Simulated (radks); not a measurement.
The numbers below are computed, except where a source is named.
Spherical quantum dot in the effective-mass picture: electrons in a parabolic well V = omega^2 r^2 / 2 with omega = 4.45, all in effective atomic units (hartree* = m*/eps^2 hartree, bohr* = eps/m* bohr), one dielectric constant everywhere. Level of theory: non-relativistic Kohn-Sham, PBE, spin-polarised, spherical densities (a radial shooting solver with Libxc functionals). Levels are named by radial order and angular momentum (1s, 1p, 1d, 2s, ...), and open shells are averaged over m. Results are scaled to m* = 0.031 and eps = 5.5, for which hartree* = 27.89 meV and bohr* = 9.389 nm.

N = 23, configuration 1s2 1p6 1d10 2s2 1f(up 3, down 0). This is the lowest configuration that the search found. Occupied and some empty levels:

level,occupation,eigenvalue (meV),<r> (nm)
1s up,1,845.61,6.398
1s down,1,846.70,6.358
1p up,3,922.71,8.215
1p down,3,924.74,8.181
1d up,5,1005.7,9.547
1d down,5,1008.4,9.526
2s up,1,1015.9,8.563
2s down,1,1018.1,8.575
1f up,3,1094.1,10.63
1f down,0,1097.2,10.62
2p up,0,1110.1,9.704
2p down,0,1112.1,9.721
1g up,0,1187.2,11.56
1g down,0,1190.4,11.56
2d up,0,1207.0,10.77
2d down,0,1208.9,10.78

Energy (meV): total 15916.6, kinetic 3265.1, external 6403.2, Hartree 6907.7, exchange-correlation -659.46.
